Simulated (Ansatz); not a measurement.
Two isomers of CH5AlOS: A = `C[O][AlH][SH]`, B = `[OH][AlH][CH2]S`.

Program: Ansatz. Geometries: PBE0-D4/def2-TZVP. ΔE: electronic, gas phase. CBS: MP2 limit from def2 TZ/QZ plus the TZ coupled-cluster correction, frozen cores. Functionals use def2-TZVPP. B3LYP here is the variant with VWN-RPA as its local correlation; programs differ in this. Each species was taken in one conformer, which may not be the lowest.

A:

```xyz
9

C    -0.939    0.913    0.591
O     0.277    0.281    0.845
Al    1.318   -0.790    0.077
S     0.855   -1.571   -1.910
H    -1.346    0.668   -0.400
H    -1.681    0.618    1.340
H    -0.817    1.999    0.644
H     2.635   -1.224    0.811
H    -0.303   -0.893   -1.998
```

B:

Z-matrix (Å, degrees):
```
C
Al 1 1.965
S 1 1.801 2 109.9
H 1 1.095 2 108.9 3 121.6
H 1 1.095 2 108.8 3 -121.6
O 2 1.692 1 120.8 3 0.6
H 2 1.577 1 121.9 3 -179.5
H 3 1.345 1 99.9 2 -179.8
H 6 0.957 2 123.5 1 0.0
```

Question: Which is lower in electronic energy at CCSD(T)/CBS, and by how much? (Estimate.)

Answer: Ansatz gave: A, by 16.4 kcal/mol.

Question: Give E(B) − E(A) in kcal/mol with r2SCAN-D4, B3LYP-D4, PBE-D4, BLYP-D4, CCSD/def2-TZVPP, HF/def2-TZVPP, LDA (SPW92). (Best estimate.)

Answer: Ansatz gave: r2SCAN-D4 17.6, B3LYP-D4 17.9, PBE-D4 16.4, BLYP-D4 17.5, CCSD/def2-TZVPP 17.7, HF/def2-TZVPP 21.4, LDA (SPW92) 16.4. None reverses the order clearly.

Question: Does the order hold for the free energy at 298.15 K (harmonic terms from PBE0-D4)? (An estimate is asked.)

Answer: The calculation gave: Yes: G(B) − G(A) = +14.9 kcal/mol, for one conformer each. Modes under 60 cm⁻¹, often nearly free rotors, make the harmonic entropy too high.

Largest T1 diagnostic: 0.012.

Leaving LDA and LC-ωPBE aside and taking each functional with its dispersion term where it has one, the values, not all of them listed here, spread over 2.8 kcal/mol, from revPBE-D4 to BHLYP-D4. At CCSD(T), def2-SVP lies +5.5 kcal/mol from the extrapolated value and def2-TZVPP +0.9 kcal/mol.
